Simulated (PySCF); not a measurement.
Species: C8H8N (doublet state).
Z-matrix (Å and degrees, GFN2-xTB geometry), rows numbered from 1:
```
C 
C   1  1.3722
C   2  1.4281  1  121.64
C   3  1.3643  2  121.14  1  -179.74
C   4  1.4080  3  121.33  2    -0.30
C   5  1.4533  4  119.50  3  -179.71
N   6  1.2656  5  129.67  4   176.30
C   5  1.4078  4  118.17  3     0.24
C   8  1.3641  5  121.25  4     0.03
H   1  1.0754  2  121.31  3    -0.09
H   1  1.0755  2  121.25  3   179.89
H   3  1.0802  2  118.32  1     0.15
H   4  1.0813  3  120.09  2   179.82
H   6  1.0885  5  115.17  4    -3.43
H   7  1.0195  6  115.04  5    -0.09
H   8  1.0817  5  119.30  4   179.60
H   9  1.0802  2  118.25  1     0.04
```

The hyperfine couplings belong to this conformer and change with its torsions.

As a line formula: `[CH2]c1ccc(/C=N\[H])cc1` [radical].

Computed, not measured: PySCF, UKS B3LYP, pcH-1 on C H N, non-relativistic, mean-field spin-orbit, GIAO. Isolated species at its GFN2-xTB geometry (one conformer only). Couplings are sensitive to structure, and on GFN2-xTB geometries they can be far from those on DFT ones. The SCF solution wasn't tested for stability. ⟨S²⟩ is 0.789 where a pure state has 0.75.

Largest spin populations (Mulliken): C1 (+0.69), C5 (+0.30), C3 (+0.26) and C9 (+0.23). Five atoms exceed +0.15. The positive populations add up to 1.65 and the negative ones to -0.65, together 2S = 1. The angles at C1 add up to 360.0°, so it is planar; its axial dipolar tensor and the negative couplings of its protons fit spin in a p orbital normal to that plane.

(1) Test a(H) = Q·ρ(C) for the protons on planar carbons with a spin population beyond ±0.08.

(2) Leave H16 and its like out of the fit. How well does the relation then predict its coupling?

Answers

(1) 
```tsv
H	C	ρ(C)	a(H) (G)	a/ρ (G)
H10	C1	+0.693	-14.94	-21.6
H11	C1	+0.693	-14.96	-21.6
H12	C3	+0.257	-5.81	-22.6
H13	C4	-0.141	+2.58	-18.3
H14	C6	-0.084	+1.10	-13.1
H16	C8	-0.138	+2.56	-18.6
H17	C9	+0.232	-5.28	-22.8
```

A least-squares line through the origin gives Q = -21.5 G with Mulliken populations. In McConnell's picture π spin on carbon polarises the C–H bond and leaves opposite spin at the proton, which makes Q negative, as found here. Where ρ is negative the coupling is positive.

(2) The other protons give Q = -21.6 G, so a = -21.6 × -0.138 = 2.98 G, against the computed 2.56 G.

Couplings in gauss use g_iso = 2.0028.

Time: 1.7 min of wall time (with the writing of density and orbital grids); peak memory 0.98 GiB. Hardware: one thread, Arm Neoverse V2 (aarch64), no GPU (shared host).
